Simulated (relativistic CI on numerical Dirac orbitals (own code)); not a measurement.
## Energy levels of Au VIII

Method of calculation: Dirac-Coulomb-Breit CI, separate exchange-only KLI orbitals for each configuration, a model potential for QED, unscaled Slater integrals (own radial code, finite nucleus).

Configuration list (outside the closed core [Kr] 4d10 4f14): 5s2 5p6 5d4, 5s2 5p6 5d3 6s, 5s2 5p6 5d3 5f, 5s2 5p6 5d3 6p, 5s2 5p5 5d5, 5s2 5p6 5d2 6s 6p, 5s2 5p6 5d3 5g, 5s2 5p6 5d2 5f 6s, 5s2 5p6 5d3 6d, 5s2 5p6 5d3 7s, 5s 5p6 5d5, 5s2 5p5 5d4 5f, 5s2 5p6 5d3 7p, 5s2 5p6 5d3 6f, 5s2 5p6 5d3 8s, 5s2 5p5 5d4 5g, 5s2 5p5 5d4 6s, 5s2 5p6 5d3 8p, 5s2 5p6 5d2 5g 6p, 5s2 5p6 5d3 7f, 5s2 5p6 5d3 8f, 5s2 5p6 5d2 6s2, 5s2 5p6 5d 5f 6s2, 5s2 5p6 5d 6s2 6p, 5s2 5p6 5d 5g 6s2, 5s2 5p6 5d 6s2 6d, 5s2 5p6 5d2 5f2, 5s2 5p6 5d 5f2 6s, 5s2 5p6 5d 5f3, 5s2 5p6 5d 5f2 6p, 5s2 5p6 5d 5f2 5g, 5s2 5p6 5d 5f2 6d, 5p6 5d6, 5p5 5d7. Double excitations out of closed p, d and f shells are left out; levels of such configurations are missing from the list, as are those of other unlisted configurations, and high levels can miss mixing partners. These lack a partner that the ground configuration has and come out too high: 5s2 5p6 5d3 7s, 5s2 5p5 5d4 5f, 5s2 5p6 5d3 7p, 5s2 5p6 5d3 6f, 5s2 5p6 5d3 8s.

The lowest level is 5s2 5p6 5d4 5D_0, with 58 % of that term; Hund's rules for 5s2 5p6 5d4 give 5D with J = 0, in agreement.

| No. | Configuration | Term | J | E (eV) | % | Landé g | Lifetime (s) | jj configuration (%) |
| --- | --- | --- | --- | --- | --- | --- | --- | --- |
| 1 | 5s2 5p6 5d4 | 5D | 0 | 0.0000 | 58 |  |  | 5d3/2^4 (80) |
| 2 | 5s2 5p6 5d4 | 5D | 1 | 1.0257 | 81 | 1.499 | 4.62e-02 | 5d3/2^3 5d5/2 (85) |
| 3 | 5s2 5p6 5d4 | 5D | 2 | 1.8422 | 88 | 1.463 | 7.64e-02 | 5d3/2^2 5d5/2^2 (54) |
| 4 | 5s2 5p6 5d4 | 5D | 3 | 2.4263 | 80 | 1.431 | 2.46e-01 | 5d3/2^2 5d5/2^2 (48) |
| 5 | 5s2 5p6 5d4 | 5D | 4 | 2.7143 | 53 | 1.324 | 4.27e+00 | 5d3/2^3 5d5/2 (61) |
| 6 | 5s2 5p6 5d4 | 3P | 0 | 3.8481 | 44 |  | 3.13e-03 | 5d3/2^2 5d5/2^2 (75) |
| 7 | 5s2 5p6 5d4 | 3H | 4 | 4.0402 | 53 | 1.026 | 2.50e-02 | 5d3/2^2 5d5/2^2 (58) |
| 8 | 5s2 5p6 5d4 | 3G | 3 | 4.7213 | 63 | 0.909 | 1.17e-02 | 5d3/2^2 5d5/2^2 (51) |
| 9 | 5s2 5p6 5d4 | 3F | 2 | 4.9012 | 60 | 0.859 | 7.29e-03 | 5d3/2^2 5d5/2^2 (54) |
| 10 | 5s2 5p6 5d4 | 3H | 5 | 5.0152 | 74 | 1.075 | 3.66e-02 | 5d3/2^2 5d5/2^2 (97) |
| 11 | 5s2 5p6 5d4 | 3P | 1 | 5.1767 | 70 | 1.339 | 5.03e-03 | 5d3/2^2 5d5/2^2 (71) |
| 12 | 5s2 5p6 5d4 | 3H | 6 | 5.4411 | 68 | 1.114 | 2.09e+00 | 5d3/2^2 5d5/2^2 (91) |
| 13 | 5s2 5p6 5d4 | 3G | 4 | 5.9403 | 65 | 1.029 | 2.88e-02 | 5d3/2^2 5d5/2^2 (80) |
| 14 | 5s2 5p6 5d4 | 3D | 2 | 6.1208 | 45 | 1.217 | 3.23e-02 | 5d3/2^2 5d5/2^2 (81) |
| 15 | 5s2 5p6 5d4 | 3D | 3 | 6.3399 | 42 | 1.179 | 1.29e-02 | 5d3/2^2 5d5/2^2 (67) |
| 16 | 5s2 5p6 5d4 | 3F | 4 | 6.4368 | 45 | 1.159 | 5.21e-03 | 5d3/2 5d5/2^3 (52) |
| 17 | 5s2 5p6 5d4 | 3F | 3 | 7.0313 | 40 | 1.094 | 3.99e-03 | 5d3/2 5d5/2^3 (78) |
| 18 | 5s2 5p6 5d4 | 3P | 2 | 7.4660 | 35 | 1.132 | 3.79e-03 | 5d3/2 5d5/2^3 (51) |
| 19 | 5s2 5p6 5d4 | 3G | 5 | 7.4822 | 74 | 1.158 | 1.02e-02 | 5d3/2 5d5/2^3 (97) |
| 20 | 5s2 5p6 5d4 | 3D | 1 | 7.7565 | 81 | 0.681 | 2.95e-03 | 5d3/2 5d5/2^3 (79) |
| 21 | 5s2 5p6 5d4 | 1I | 6 | 7.7971 | 68 | 1.052 | 9.42e-03 | 5d3/2 5d5/2^3 (91) |
| 22 | 5s2 5p6 5d4 | 3F | 4 | 8.6365 | 43 | 1.099 | 7.72e-03 | 5d3/2^2 5d5/2^2 (58) |
| 23 | 5s2 5p6 5d4 | 3P | 2 | 8.8383 | 47 | 1.222 | 4.85e-03 | 5d3/2^2 5d5/2^2 (59) |
| 24 | 5s2 5p6 5d4 | 1S | 0 | 8.8550 | 70 |  | 3.46e-03 | 5d3/2 5d5/2^3 (81) |
| 25 | 5s2 5p6 5d4 | 1F | 3 | 9.2545 | 58 | 1.065 | 5.01e-03 | 5d3/2 5d5/2^3 (83) |
| 26 | 5s2 5p6 5d4 | 3P | 2 | 9.8300 | 53 | 1.164 | 4.68e-03 | 5d3/2^2 5d5/2^2 (54) |
| 27 | 5s2 5p6 5d4 | 3F | 4 | 10.6941 | 55 | 1.148 | 2.01e-03 | 5d5/2^4 (62) |
| 28 | 5s2 5p6 5d4 | 3F | 2 | 11.0086 | 44 | 0.941 | 2.98e-03 | 5d5/2^4 (46) |
| 29 | 5s2 5p6 5d4 | 3F | 3 | 11.0141 | 76 | 1.070 | 5.36e-03 | 5d3/2 5d5/2^3 (96) |
| 30 | 5s2 5p6 5d4 | 3P | 1 | 11.1251 | 96 | 1.481 | 3.03e-03 | 5d3/2 5d5/2^3 (91) |
| 31 | 5s2 5p6 5d4 | 3P | 0 | 11.6574 | 79 |  | 4.52e-03 | 5d3/2^2 5d5/2^2 (50) |
| 32 | 5s2 5p6 5d4 | 1G | 4 | 11.7083 | 70 | 1.063 | 3.11e-03 | 5d3/2 5d5/2^3 (83) |
| 33 | 5s2 5p6 5d4 | 1D | 2 | 14.0875 | 88 | 1.000 | 2.00e-03 | 5d3/2 5d5/2^3 (42) |
| 34 | 5s2 5p6 5d4 | 1S | 0 | 17.7578 | 89 |  | 9.63e-04 | 5d5/2^4 (44) |
| 35 | 5s2 5p6 5d3 6s | 5F | 1 | 24.9596 | 84 | 0.092 | 2.24e-05 | 5d3/2^3 6s (71) |
| 36 | 5s2 5p6 5d3 6s | 5F | 2 | 25.4775 | 77 | 1.017 | 1.88e-05 | 5d3/2^3 6s (55) |
| 37 | 5s2 5p6 5d3 6s | 5F | 3 | 26.4957 | 90 | 1.242 | 1.94e-05 | 5d3/2^2 5d5/2 6s (83) |
| 38 | 5s2 5p6 5d3 6s | 5F | 4 | 27.3716 | 84 | 1.308 | 1.85e-05 | 5d3/2^2 5d5/2 6s (53) |
| 39 | 5s2 5p6 5d3 6s | 3F | 2 | 27.5348 | 27 | 1.207 | 1.18e-05 | 5d3/2^2 5d5/2 6s (54) |
| 40 | 5s2 5p6 5d3 6s | 5F | 5 | 28.0206 | 64 | 1.315 | 1.67e-05 | 5d3/2^2 5d5/2 6s (57) |
| 41 | 5s2 5p6 5d3 6s | 5P | 1 | 28.0331 | 69 | 2.122 | 1.47e-05 | 5d3/2^2 5d5/2 6s (88) |
| 42 | 5s2 5p6 5d3 6s | 3F | 2 | 28.2505 | 50 | 1.179 | 1.01e-05 | 5d3/2^2 5d5/2 6s (96) |
| 43 | 5s2 5p6 5d3 6s | 3F | 3 | 28.8262 | 48 | 0.948 | 1.09e-05 | 5d3/2^2 5d5/2 6s (87) |
| 44 | 5s2 5p6 5d3 6s | 3H | 4 | 29.1698 | 42 | 0.979 | 1.22e-05 | 5d3/2^2 5d5/2 6s (89) |
| 45 | 5s2 5p6 5d3 6s | 1P | 1 | 29.2978 | 28 | 1.078 | 1.13e-05 | 5d3/2^2 5d5/2 6s (65) |
| 46 | 5s2 5p6 5d3 6s | 3P | 0 | 29.5627 | 99 |  | 1.25e-05 | 5d3/2^2 5d5/2 6s (94) |
| 47 | 5s2 5p6 5d3 6s | 5P | 3 | 29.5957 | 89 | 1.613 | 1.32e-05 | 5d3/2 5d5/2^2 6s (58) |
| 48 | 5s2 5p6 5d3 6s | 3H | 5 | 30.0974 | 46 | 1.153 | 1.34e-05 | 5d3/2 5d5/2^2 6s (44) |
| 49 | 5s2 5p6 5d3 6s | 3G | 4 | 30.2064 | 41 | 1.084 | 1.10e-05 | 5d3/2 5d5/2^2 6s (49) |
| 50 | 5s2 5p6 5d3 6s | 3G | 3 | 30.3420 | 47 | 0.944 | 1.06e-05 | 5d3/2 5d5/2^2 6s (88) |
| 51 | 5s2 5p6 5d3 6s | 5P | 2 | 30.7805 | 33 | 1.382 | 1.17e-05 | 5d3/2 5d5/2^2 6s (85) |
| 52 | 5s2 5p6 5d3 6s | 3F | 4 | 30.9679 | 53 | 1.054 | 9.83e-06 | 5d3/2 5d5/2^2 6s (94) |
| 53 | 5s2 5p6 5d3 6s | 3P | 1 | 31.0710 | 59 | 1.554 | 1.12e-05 | 5d3/2 5d5/2^2 6s (82) |
| 54 | 5s2 5p6 5d3 6s | 3H | 6 | 31.5524 | 100 | 1.166 | 1.28e-05 | 5d3/2 5d5/2^2 6s (100) |
| 55 | 5s2 5p6 5d3 6s | 3P | 2 | 31.6060 | 59 | 1.305 | 9.07e-06 | 5d3/2 5d5/2^2 6s (52) |
| 56 | 5s2 5p6 5d3 6s | 3P | 1 | 31.7158 | 56 | 1.065 | 1.08e-05 | 5d3/2 5d5/2^2 6s (85) |
| 57 | 5s2 5p6 5d3 6s | 3P | 0 | 31.9830 | 99 |  | 8.38e-06 | 5d3/2 5d5/2^2 6s (95) |
| 58 | 5s2 5p6 5d3 6s | 3D | 3 | 32.0742 | 89 | 1.322 | 1.14e-05 | 5d3/2 5d5/2^2 6s (72) |
| 59 | 5s2 5p6 5d3 6s | 3H | 5 | 32.1398 | 47 | 1.071 | 1.15e-05 | 5d3/2 5d5/2^2 6s (76) |
| 60 | 5s2 5p6 5d3 6s | 3F | 3 | 32.8117 | 82 | 1.117 | 1.05e-05 | 5d3/2 5d5/2^2 6s (62) |
| 61 | 5s2 5p6 5d3 6s | 3F | 2 | 32.8424 | 28 | 1.029 | 1.04e-05 | 5d3/2^2 5d5/2 6s (41) |
| 62 | 5s2 5p6 5d3 6s | 3F | 2 | 33.0080 | 51 | 0.996 | 9.64e-06 | 5d3/2 5d5/2^2 6s (93) |
| 63 | 5s2 5p6 5d3 6s | 1H | 5 | 33.0125 | 56 | 1.093 | 9.58e-06 | 5d5/2^3 6s (53) |
| 64 | 5s2 5p6 5d3 6s | 3F | 4 | 33.0180 | 91 | 1.232 | 1.06e-05 | 5d3/2 5d5/2^2 6s (87) |
| 65 | 5s2 5p6 5d3 6s | 1G | 4 | 33.5067 | 47 | 1.041 | 8.94e-06 | 5d5/2^3 6s (87) |
| 66 | 5s2 5p6 5d3 6s | 3P | 2 | 33.6076 | 41 | 1.238 | 9.91e-06 | 5d5/2^3 6s (63) |
| 67 | 5s2 5p6 5d3 6s | 1F | 3 | 34.0135 | 81 | 1.036 | 9.30e-06 | 5d3/2 5d5/2^2 6s (74) |
| 68 | 5s2 5p6 5d3 6s | 1P | 1 | 34.1054 | 51 | 1.049 | 9.25e-06 | 5d5/2^3 6s (67) |
| 69 | 5s2 5p6 5d3 6s | 3D | 1 | 36.2999 | 95 | 0.537 | 9.45e-06 | 5d3/2 5d5/2^2 6s (72) |
| 70 | 5s2 5p6 5d3 6p | 5G° | 2 | 36.3107 | 58 | 0.526 | 5.35e-10 | 5d3/2^3 6p1/2 (80) |

Energies count from the lowest computed level; ° marks odd parity; lifetimes are radiative, by E1, M1, E2 decay to levels of this space only. Filled j subshells are mostly left out of the jj labels.

The mean weight of the leading LS term, summed over parents, in these 70 levels is 63 %, and that of the leading jj configuration (from the same eigenvectors) 71 %.

At this charge configurations can still be misplaced by up to about 7 % of their energy. Terms inside the open d or f shell come out 10 to 20 % too wide with unscaled integrals. Levels and lines within the n = 5 or 6 shells can be off by up to 10 % or somewhat more, and those that change n by about 2 %, since core polarisation is missing.

LS names give the leading component of a level, which can be under half, so a name can repeat, a term be missing and a line seem to break the LS rules.
